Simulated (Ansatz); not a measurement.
C₆H₁₆GeO⁺, that is GeMe3(OiPr) with one electron fewer. The state is a doublet with charge 1. Geometry PBE-D4/def2-SVP, that of the neutral singlet.

```
atom   x (Å)   y (Å)   z (Å)
 Ge1   0.579   0.315   1.039
  C2   0.145  -1.430   1.839
  H3  -0.907  -1.715   1.639
  H4   0.287  -1.383   2.937
  H5   0.809  -2.219   1.434
  C6   2.439   0.839   1.344
  H7   2.613   1.069   2.414
  H8   2.677   1.740   0.744
  H9   3.123   0.024   1.037
 C10  -0.652   1.724   1.650
 H11  -0.555   2.614   0.996
 H12  -0.407   2.023   2.690
 H13  -1.705   1.383   1.622
 O14   0.502   0.170  -0.773
 C15  -0.456  -0.632  -1.451
 C16   0.036  -0.794  -2.890
 C17  -1.860  -0.020  -1.392
 H18  -0.505  -1.651  -0.987
 H19   0.096   0.199  -3.382
 H20  -0.644  -1.441  -3.481
 H21   1.049  -1.241  -2.900
 H22  -2.231   0.043  -0.348
 H23  -1.844   1.008  -1.810
 H24  -2.589  -0.624  -1.971
```

(1) Estimate the α-spin orbital energies around the gap (eV) in Ansatz with PBE-D4/def2-TZVP, PBE0-D4/def2-TZVP, CAM-B3LYP-D4/def2-TZVP.

## Answers

(1) 
| orbital | PBE-D4/def2-TZVP | PBE0-D4/def2-TZVP | CAM-B3LYP-D4/def2-TZVP |
| --- | --- | --- | --- |
| HOMO−5 | -13.36 | -15.13 | -16.57 |
| HOMO−4 | -12.96 | -14.63 | -16.19 |
| HOMO−3 | -12.41 | -13.98 | -15.54 |
| HOMO−2 | -12.15 | -13.77 | -15.34 |
| HOMO−1 | -11.89 | -13.24 | -14.52 |
| HOMO | -11.71 | -12.93 | -14.24 |
| LUMO | -4.48 | -3.57 | -2.61 |
| LUMO+1 | -3.89 | -3.03 | -2.12 |
| LUMO+2 | -3.34 | -2.48 | -1.66 |
| LUMO+3 | -3.14 | -2.27 | -1.43 |
| LUMO+4 | -2.92 | -1.96 | -1.12 |
| LUMO+5 | -2.53 | -1.69 | -0.79 |
| β HOMO | -11.58 | -12.77 | -14.07 |
| β LUMO | -11.17 | -10.56 | -9.67 |
